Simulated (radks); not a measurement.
The numbers below are computed, except where a source is named.
Question: Coherent X-ray form factor from a spherical all-electron density. Level of theory: non-relativistic Kohn-Sham, PBE, spin-polarised, spherical densities, point nucleus (a radial shooting solver on a logarithmic mesh with Libxc functionals).

sin(theta)/lambda (1/angstrom),f0 (electrons)
0.05,68.714
0.1,67.870
0.15,66.514
0.2,64.716
0.25,62.562
0.3,60.148
0.4,54.909
0.5,49.637
0.6,44.734
0.8,36.515
1,30.124
1.25,23.990
1.5,19.611
2,14.772

The species is in the configuration that NIST lists as its ground one. Which atom or ion scatters so?

Answer: The bismuth ion Bi14+, [Xe] 4f14 5d1. Extrapolating in s^2 from the first two rows gives f0(0) = 69.0, near the electron count 69; among species with that count, the fall with angle is slower the higher Z, and the table is that of Z = 83; from so few rows the species is fixed only to a neighbour or two.
